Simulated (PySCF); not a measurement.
Compound: C4H8ClSi (doublet state).
SMILES with atom numbers: `[CH2:1][CH2:2]/[C:3]([Cl:4])=[CH:5]\[SiH3:6]` (hydrogens: H7, H8 on C1; H9, H10 on C2; H11 on C5; H12, H13, H14 on Si6)

Cartesian coordinates in Å at the GFN2-xTB level; atoms count from 1:
```
atom  x, y, z in Å
C1    -0.9921   -1.0901    0.1467
C2    -1.4748    0.2565   -0.2242
C3    -0.3591    1.2640   -0.3547
Cl4   -0.9339    2.8492   -0.8114
C5     0.9228    1.0277   -0.1575
Si6    1.6312   -0.6433    0.3438
H7    -1.1458   -1.4330    1.1528
H8    -0.9536   -1.8486   -0.6129
H9    -2.1698    0.6429    0.5294
H10   -1.9970    0.2301   -1.1870
H11    1.6171    1.8446   -0.2846
H12    1.2602   -1.0553    1.6978
H13    1.5137   -1.6806   -0.6811
H14    3.0805   -0.3645    0.4206
```

The hyperfine couplings belong to this conformer and change with its torsions.

Computed with UKS B3LYP, pcH-1 on C Cl H Si, non-relativistic, mean-field spin-orbit, GIAO (PySCF). The structure is a single GFN2-xTB conformer in the gas phase; no vibrational or solvent corrections. Couplings are sensitive to structure, and on GFN2-xTB geometries they can be far from those on DFT ones. Stability of the SCF solution: not tested.

Computed for the main isotopes (class means, splittings of 0.05 mT or more): g = 2.0030; H12/H13/H14 1H +61.5 MHz (2.19 mT); H7/H8 1H -48.7 MHz (1.74 mT); H9/H10 1H +39.7 MHz (1.42 mT); 36 first-order lines, 12.88 mT wide.

Problem. What changes when 1H at H7/H8 is replaced by 2H at both sites?

Solution. The spin density stays the same (vibrational effects aside), so a scales with the nuclear g factor: 0.85744/5.58569 = 0.1535, so a goes from -48.7 to -7.5 MHz (0.266 mT). The spin goes from 1/2 to 1, so the 1:2:1 triplet becomes a 1:2:3:2:1 quintet. The spectrum then has 60 first-order lines over 10.48 mT.

Problem. Where do the 13C satellites of C1 appear, and how strong are they?

Solution. a = +137.6 MHz, or 4.91 mT in magnitude, and I = 1/2, so to first order each main line has two satellites, at ±2.45 mT. The isotope's abundance is about 1.07 %, shared among 2 lines, so each has 0.54 % of the main line's intensity.

Problem. Give position and intensity of the satellites from 13C at C3.

Solution. a = +72.4 MHz, or 2.58 mT in magnitude, and I = 1/2, so to first order each main line has two satellites, at ±1.29 mT. The isotope's abundance is about 1.07 %, shared among 2 lines, so each has 0.54 % of the main line's intensity.

Problem. Where do the 13C satellites of C2 appear, and how strong are they?

Solution. a = -27.3 MHz, or 0.97 mT in magnitude, and I = 1/2, so to first order each main line has two satellites, at ±0.49 mT. The isotope's abundance is about 1.07 %, shared among 2 lines, so each has 0.54 % of the main line's intensity.

Class means assume fast exchange of nuclei equivalent by connectivity; if that motion is slow, each nucleus keeps its own coupling.
